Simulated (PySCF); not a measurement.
# [Bi(OH)2]+ relaxed at several levels

Computed with PySCF 2.14.0, def2-SVP on the ligands, density fitting, scalar-relativistic core potentials, no spin-orbit coupling, vacuum. Each row is relaxed at its own level from the same template. Distances are means of the shortest metal–ligand contacts, charges and spins Mulliken's; removal energies are rigid, with the ligand's formal charge and no counterpoise, so too large; for an anion taken off a cation in vacuum most of it is the attraction of opposite charges, and multiply charged cations can part far more cheaply with an electron moved from ligand to metal.

```json
{"level": "r2SCAN", "basis on the metal": "def2-SVP with ECP60", "point group": "C2v", "M–OH (Å)": "2.028", "charge on M (e)": "1.32", "HOMO–LUMO gap (eV)": "3.39", "removal of one OH (eV)": "18.76", "strongest infrared band, degenerate modes summed (cm⁻¹)": "–", "unstable modes (below −25 cm⁻¹)": "not given"}
```

Task: What does the calculation give for PBE0, def2-SVP with ECP60?

Result: point group: C2v, M–OH (Å): 2.015, charge on M (e): 1.36, HOMO–LUMO gap (eV): 5.17, removal of one OH (eV): 18.57, strongest infrared band, degenerate modes summed (cm⁻¹): 3806, unstable modes (below −25 cm⁻¹): 0.
```xyz
5

Bi    0.0000    0.0000   -0.4828
O     1.4069   -0.0358    0.9598
H     2.3444   -0.0629    0.7037
O    -1.4069    0.0358    0.9598
H    -2.3444    0.0629    0.7037
```

One start shape was tried for each, so a minimum needn't be the lowest isomer.
